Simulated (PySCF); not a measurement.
1,1,2-trichloroprop-1-ene (C3H3Cl3), SMILES CC(Cl)=C(Cl)Cl.

Geometry: PBE-D3(BJ)/def2-SVP.

Two levels are set side by side: PBE/def2-TZVP (PySCF) and ωB97X/def2-TZVP (PySCF). Same geometry, gas phase. Differences are taken from unrounded values.

```json
[
 {"quantity": "orbital gap (eV)", "ωB97X": "10.78"},
 {"quantity": "highest occupied level (eV)", "ωB97X": "-9.37"},
 {"quantity": "lowest empty level (eV)", "ωB97X": "1.41"},
 {"quantity": "dipole moment (D)", "ωB97X": "1.69"},
 {"quantity": "mean polarisability (bohr³)", "ωB97X": "73.3"}
]
```

**Question.** What does PBE give, and how far is it from ωB97X? (The exact figures need the calculation; the answer reports its results.)

**Answer.** 
| quantity | PBE | PBE minus ωB97X |
|---|---|---|
| orbital gap (eV) | 4.32 | -6.46 |
| highest occupied level (eV) | -5.93 | 3.43 |
| lowest empty level (eV) | -1.61 | -3.03 |
| dipole moment (D) | 1.54 | -0.16 |
| mean polarisability (bohr³) | 76.6 | 3.3 |

PBE's occupied levels lie high since its potential decays too fast outside the molecule; exact exchange lowers them and widens the gap. PBE's more diffuse valence density responds more strongly to a field. Differences between two approximate levels are no errors against the true value.

Rough cost on one machine, each run with all the roots and properties that it gave: ωB97X against PBE within a factor of 2.
